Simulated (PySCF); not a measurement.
# Cost of response and excited-state runs on SMILES C[Se]c1ccc2cccc3c2c1C(=O)C3=O, C13H8O2Se

Atoms are numbered as in `[CH3:1][Se:2][c:3]1[cH:4][cH:5][c:6]2[cH:7][cH:8][cH:9][c:10]3[c:11]2[c:12]1[C:13](=[O:14])[C:15]3=[O:16]`; H(Xn) means a hydrogen on atom n.

PySCF with density fitting, on 1 thread of an Intel Xeon Platinum 8375C, shared host. Command: `OMP_NUM_THREADS=1 python excited_run.py task.json out`

Q: How long does each of these runs take, and how much memory?
- excited states, CAM-B3LYP/def2-SVP; Tamm-Dancoff; spin-orbit couplings; 5 states; 6 triplets; quadratic response for 4 states
- excited states, CAM-B3LYP/def2-SVP; Tamm-Dancoff; spin-orbit couplings; 5 states; 6 triplets; quadratic response for 4 states

A: 
| run | level | basis functions | wall time | peak memory (GiB) |
| --- | --- | --- | --- | --- |
| excited states | CAM-B3LYP/def2-SVP | 282 | 3.5 min | 1.6 |
| excited states | CAM-B3LYP/def2-SVP | 282 | 2.6 min | 1.6 |

Times from a shared host are rough.
